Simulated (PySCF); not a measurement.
## Calculated properties of 3-(trifluoromethyl)phenol, `Oc1cccc(C(F)(F)F)c1`

3-(trifluoromethyl)phenol, C₇H₅F₃O.
Structure used (PBE0-D3(BJ)/def2-SVP), in Å, numbered top down from 1:
```xyz
16
C7H5F3O angstrom
O     -2.4733   -1.5779    0.2515
C     -1.5013   -0.6545    0.1260
C     -1.8838    0.6859    0.0091
C     -0.9142    1.6745   -0.1170
C      0.4413    1.3503   -0.1291
C      0.8158    0.0118   -0.0139
C      2.2728   -0.3572   -0.0730
F      3.0259    0.4989    0.6228
F      2.5015   -1.5820    0.4136
F      2.7297   -0.3436   -1.3300
C     -0.1444   -0.9894    0.1139
H     -2.0787   -2.4538    0.3249
H     -2.9479    0.9288    0.0233
H     -1.2233    2.7184   -0.2040
H      1.2015    2.1275   -0.2212
H      0.1681   -2.0323    0.2105
```

Among its groups: benzene ring, phenol-type hydroxyl, CF3 group and C–F bond.

PBE0-D3(BJ)/def2-SVP geometry optimisation, gas phase (PySCF):

| Item | Value |
| --- | --- |
| Point group | C1 |
| Rotational constants A, B, C | 2.139, 0.741, 0.608 GHz |

From CAM-B3LYP/def2-SVPD ground state and vertical TDDFT (core frozen in the response) (PySCF):

| Item | Value |
| --- | --- |
| Dipole moment | 1.89 D |
| HOMO energy | -8.30 eV |
| LUMO energy | 0.00 eV |
| HOMO–LUMO gap | 8.30 eV |
| Lowest singlet excitation | 5.07 eV (245 nm, f = 0.045) |
| Strongest line among the 10 lowest singlet transitions | S4 at 6.85 eV (181 nm, f = 0.643) |
| Lowest triplet excitation (Tamm–Dancoff) | 3.91 eV |
| Static isotropic polarisability | 86.2 au |
| Electronic spatial extent ⟨r²⟩ about the centre of nuclear charge | 1750 bohr² |

PBE0/pcSseg-1 ground state and GIAO shieldings, non-relativistic (PySCF):

| Item | Value |
| --- | --- |
| Lowest Hirshfeld atomic charge | -0.18 e on O1 |
| Highest Hirshfeld atomic charge | +0.26 e on C7 |
| 13C chemical shifts (computed TMS as zero) by class | 161.7 (C2), 138.6 (C6), 136.6 (C4), 128.8 (C7), 122.8 (C3), 122.7 (C5), 113.8 (C11) ppm |
| 1H chemical shifts (computed TMS as zero) by class | 7.54 (H14), 7.30 (H15), 7.19 (H13), 6.86 (H16), 4.10 (H12) ppm |
| Isotropic shieldings of nuclei other than C and H, by class | 208 (O1), 255 (F8/F9/F10) ppm |
| Mayer bond orders between heavy atoms | O1–C2 1.07, C2–C3 1.39, C3–C4 1.46, C4–C5 1.42, C5–C6 1.38, C6–C7 1.00, C7–F8 1.00, C7–F9 0.99, C7–F10 1.01, C6–C11 1.39, C11–C2 1.35 |

B3LYP/pcJ-1 indirect spin-spin coupling, non-relativistic, gas phase; spin–dipole term left out for some pairs (PySCF):

| Item | Value |
| --- | --- |
| Largest of the computed one-bond spin–spin couplings (means over like bonds) | 19F–13C -336.1 (F8–C7 and 2 like it), 13C–1H +172.8 (C5–H15), 13C–1H +170.4 (C3–H13), 13C–1H +168.8 (C4–H14), 13C–1H +164.7 (C11–H16), 17O–1H -78.6 (O1–H12) Hz |

Monoisotopic mass (most abundant isotopes): 162.0292 u.

S1 lies 3.23 eV below the HOMO–LUMO gap; its leading configuration is HOMO→LUMO, weight 0.80. The dipole matches unit charges of opposite sign 0.39 Å apart (1 e·Å = 4.8032 D). With B = h/(8π²I), that is 505.379 GHz u Å² over I, the principal moments of inertia are 236.3, 682.1 and 830.9 u Å² (most abundant isotopes). The polarisability is 12.77 Å³ as a volume (1 au = 0.148185 Å³), or 1.05 au for each of the 82 electrons. The rotational constants make it an asymmetric top with κ = (2B − A − C)/(A − C) = -0.83, nearer the prolate limit (−1). No computed singlet falls in the visible range (750 to 380 nm, 1.65 to 3.26 eV); S1 lies 1.81 eV above its blue end. The vertical singlet–triplet gap S1 − T1 is 1.16 eV (TDDFT singlet less Tamm–Dancoff triplet; S1: HOMO→LUMO, weight 0.80; T1: HOMO→LUMO, weight 0.37, beside HOMO→LUMO+1, weight 0.36).

One conformer (not necessarily the lowest) at the PBE0-D3(BJ)/def2-SVP geometry, without solvent or vibrations. NMR classes are plain means over equivalent atoms (diastereotopic ones count apart unless rotation or inversion swaps them), as if these changed places fast; in this geometry the members of some classes differ.

One-bond C–F couplings are unscaled; at this level they come out some 30 % too large in size.
